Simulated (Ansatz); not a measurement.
Total energies of C2H7BSSi (`[SiH3]CBC=S`).

```xyz
12

Si    0.757    1.119    1.027
C    -0.829    0.278    0.440
B    -0.636   -0.320   -0.977
C    -0.141   -1.760   -1.204
S     1.473   -1.652   -1.293
H     0.452    1.906    2.254
H     1.795    0.114    1.362
H     1.279    2.044   -0.011
H    -1.095   -0.454    1.208
H    -1.579    1.076    0.424
H    -0.803    0.360   -1.951
H    -0.671   -2.710   -1.279
```

Charge 0, multiplicity 1. Geometry: relaxed with PBE0-D4/def2-TZVP. It is one conformer, not always the lowest. Basis def2-TZVPP, Ansatz 0.2.0.

RPA on PBE orbitals: Hartree–Fock energy of these orbitals -790.92184 Eh, correlation -1.29260 Eh (frozen core).

```csv
functional,kind,energy without D4 (Eh),D4 term (kJ/mol)
LDA (SPW92),LDA,-789.39850,–
PBE,GGA,-792.50354,-29.5
r2SCAN,meta-GGA,-792.86192,-7.3
r2SCAN0,"meta-GGA hybrid, 25 %",-792.84374,-8.7
HSE06 (plane-wave form),screened hybrid,-792.56229,-23.5
BHLYP,"global hybrid, 50 %",-792.91683,-37.2
CAM-B3LYP,range-separated hybrid,-792.93037,-25.8
LC-ωPBE,long-range corrected hybrid,-792.69429,–
B2PLYP,double hybrid,-792.63284,–
PBE-QIDH,double hybrid,-792.39588,–
```

Give the same for revPBE, BLYP, B97M-V, PBE0, B3LYP, r2SCANh, ωB97X-V, ωB97M-V. (Best estimate.)

Ansatz gave: 
| functional | kind | energy without D4 (Eh) | D4 term (kJ/mol) |
| --- | --- | --- | --- |
| revPBE | GGA | -792.81917 | -85.1 |
| BLYP | GGA | -792.91945 | -64.1 |
| B97M-V | meta-GGA with VV10 | -792.82518 | – |
| PBE0 | global hybrid, 25 % exact exchange | -792.58316 | -25.2 |
| B3LYP | global hybrid, 20 % | -793.03419 | -47.6 |
| r2SCANh | meta-GGA hybrid, 10 % | -792.85414 | -7.8 |
| ωB97X-V | range-separated hybrid GGA with VV10 | -792.84766 | – |
| ωB97M-V | range-separated hybrid meta-GGA with VV10 | -792.87871 | – |

B3LYP takes the VWN-RPA correlation (the form of Gaussian; ORCA's B3LYP/G). HSE06 is the plane-wave form, built on full-range PBE exchange. The double hybrids freeze the cores in their second-order part.

LC-ωPBE has ω = 0.4 bohr⁻¹.
